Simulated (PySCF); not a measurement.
Calculation: r2SCAN-D4/def2-TZVP // r2SCAN-D4/def2-SVP in PySCF 2.14.0. Isolated molecules, 0 K electronic values unless said otherwise. One relaxed conformer stands for a flexible species; it need not be the lowest. Excitations are Tamm–Dancoff values on a coarser integration grid. The basis has no diffuse functions, so Rydberg states are missing or too high.

Reference species (SMILES): `Bc1ccc(C(F)(F)F)cc1` (neutral, multiplicity 1).

- S1–T1 gap (TDA) = 1.10 eV
- T1 excitation (TDA) = 3.40 eV

Changed species: `Bc1cccc(C(F)(F)F)c1`.

Predict the effect on the S1–T1 gap (TDA) and T1 excitation (TDA).

the S1–T1 gap (TDA) rises by 0.03 eV, to 1.13 eV; the T1 excitation (TDA) rises by 0.04 eV, to 3.44 eV.
